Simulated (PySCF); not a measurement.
**C₆ coefficients of unlike pairs at PBE**

Calculated with PySCF 2.14 from the dipole response of each species, C₆(A,B) = (3/π) ∫ α_A(iu) α_B(iu) du, in atomic units, from isotropic polarisabilities. For ions this is the dispersion term alone; charge-induced terms of lower order in 1/R come first.

```csv
species,configuration,basis,relativity,α (bohr³),C₆ (like pair)
Ni²⁺,[Ar] 3d8 (3F),"aug-cc-pVTZ with one added diffuse shell each of s, p, d, f, g type (9s8p6d4f3g)",none,3.463,9.671
Cu,[Ar] 3d10 4s1 (2S),def2-QZVPPD (11s6p5d4f2g),none,44.15,282.0
Fe²⁺,[Ar] 3d6 (5D),def2-TZVPPD (6s6p4d2f1g),none,3.192,7.892
Hg³⁺,[Xe] 4f14 5d9 (2D),def2-QZVPPD with the def2 core potential (60 electrons) (7s5p4d4f2g),core potential,5.716,32.96
```

Estimate C₆ for Hg³⁺ with Cu.

The integral gives 72.38. The combination rule 2 C_A C_B / (C_A α_B/α_A + C_B α_A/α_B) gives 63.87 and the geometric mean 96.42.

No spin-orbit coupling is included.

The other pairs:

| pair | C₆ |
| --- | --- |
| Cu, Ni²⁺ | 41.04 |
| Hg³⁺, Ni²⁺ | 17.79 |
| Hg³⁺, Fe²⁺ | 16.03 |
| Fe²⁺, Ni²⁺ | 8.722 |
| Fe²⁺, Cu | 36.96 |
